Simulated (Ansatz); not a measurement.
`P[NH][ZnH]` + H₂ → PH₃ + `[NH2][ZnH]` at 400 K and 1 bar (hydrogenolysis of a P–N bond).

Computed with Ansatz on PBE0-D4/def2-TZVP structures; ΔE is electronic, products minus reactants. CBS: MP2 limit from def2 TZ/QZ plus the TZ coupled-cluster correction, frozen cores. This one scheme is used for every species. For Zn outer-core shells are correlated without core-valence functions, which leaves a few kJ/mol of doubt a bond. Scalar relativity is left out up to krypton. One conformer a species, not always the lowest.

```json
{"species": "`P[NH][ZnH]`", "CCSD(T)/CBS energy (Eh)": "-2176.41496", "H − E (kJ/mol)": "130.3", "S (J/(mol·K))": "338.2"}
{"species": "H₂", "CCSD(T)/CBS energy (Eh)": "-1.17544", "H − E (kJ/mol)": "38.0", "S (J/(mol·K))": "139.0"}
{"species": "PH₃", "CCSD(T)/CBS energy (Eh)": "-342.72256", "H − E (kJ/mol)": "77.1", "S (J/(mol·K))": "221.7"}
{"species": "`[NH2][ZnH]`", "CCSD(T)/CBS energy (Eh)": "-1834.88092", "H − E (kJ/mol)": "99.5", "S (J/(mol·K))": "279.2"}
```

H − E and S are ideal-gas, rigid-rotor, harmonic terms from PBE0-D4/def2-TZVP, for one conformer and one mirror image of each species. The MP2-based limit puts H₂ 0.8 mEh under its directly extrapolated value; such offsets cancel only in part. 1 Eh = 2625.50 kJ/mol, R = 8.31446 J/(mol·K).

**Question.** By hand: ΔE, ΔH, ΔS and ΔG.

**Answer.** ΔE = (-342.72256) + (-1834.88092) − (-2176.41496) − (-1.17544) = -0.01308 Eh = -34.3 kJ/mol. Δ(H − E) = 77.1 + 99.5 − 130.3 − 38.0 = 8.3, so ΔH = -26.0 kJ/mol. ΔS = 221.7 + 279.2 − 338.2 − 139.0 = 23.7 J/(mol·K). ΔG = -26.0 − 400 × (23.7)/1000 = -35.5 kJ/mol.

**Question.** By hand: the equilibrium constant, and the temperature at which ΔG would vanish if ΔH and ΔS stayed fixed.

**Answer.** log₁₀ K = −ΔG/(RT ln 10) = 4.6. ΔH and −TΔS have one sign here, so there is no such temperature.

TΔS isn't small against ΔH here. A doubt of 5 kJ/mol in ΔE shifts log₁₀ K by 0.7 here. Other conformers and mirror images would add mixing entropy, several J/(mol·K) or more a flexible species. These are equilibria of isolated gas molecules and say nothing of rates. Largest T1 diagnostic: 0.016 (customary marks: 0.02 for closed shells, 0.045 for open ones).
